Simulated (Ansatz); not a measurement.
Geometry optimisation, RKS revPBE-D4/def2-mTZVP in Ansatz.

Input:

```yaml
crystal:
  periodic: [false, false, false]
  atoms:
    - { symbol: F, position_ang: [0.22994, -1.58256, 1.50473] }
    - { symbol: B, position_ang: [0.1959, -0.56706, 0.72319] }
    - { symbol: C, position_ang: [0.11441, 0.4895, -0.16477] }
    - { symbol: I, position_ang: [-1.09006, 0.19277, -1.90836] }
    - { symbol: H, position_ang: [0.54981, 1.46735, -0.15478] }
basis:
  gaussian: { orbitals: def2-mTZVP }
hamiltonian:
  xc: revpbe
  dispersion: d4
relax:
  f_tol: 0.02
  max_steps: 50
```

Launched with:

```bash
$ ansatz run input.yaml --threads 2 --pin off --max-ram 3072MiB --backend cpu --events-out ev --progress --plain --runs-dir out
```

Problem. Where does it end, and by what steps?

Solution. The forces met the threshold. After 7 steps the energy has fallen by 0.025 eV; I4 moved furthest, 0.10 Å.

```json
{"step": "0", "energy less start (eV)": "0.0000", "largest force component (eV/Å)": "0.689", "accepted": "yes"}
{"step": "1", "energy less start (eV)": "-0.0214", "largest force component (eV/Å)": "0.266", "accepted": "yes"}
{"step": "2", "energy less start (eV)": "-0.0237", "largest force component (eV/Å)": "0.089", "accepted": "yes"}
{"step": "3", "energy less start (eV)": "-0.0239", "largest force component (eV/Å)": "0.067", "accepted": "yes"}
{"step": "4", "energy less start (eV)": "-0.0241", "largest force component (eV/Å)": "0.056", "accepted": "yes"}
{"step": "5", "energy less start (eV)": "-0.0245", "largest force component (eV/Å)": "0.029", "accepted": "yes"}
{"step": "6", "energy less start (eV)": "-0.0246", "largest force component (eV/Å)": "0.023", "accepted": "yes"}
{"step": "7", "energy less start (eV)": "-0.0247", "largest force component (eV/Å)": "0.008", "accepted": "yes"}
```

```xyz
5
Properties=species:S:1:pos:R:3
F 0.190 -1.609 1.459
B 0.184 -0.557 0.697
C 0.138 0.535 -0.158
I -1.094 0.107 -1.856
H 0.582 1.524 -0.142
```

Run time: 14 s on 2 threads of Intel(R) Xeon(R) Platinum 8259CL CPU @ 2.50GHz (Skylake/Cascade Lake) (shared host), peak memory 0.18 GiB.
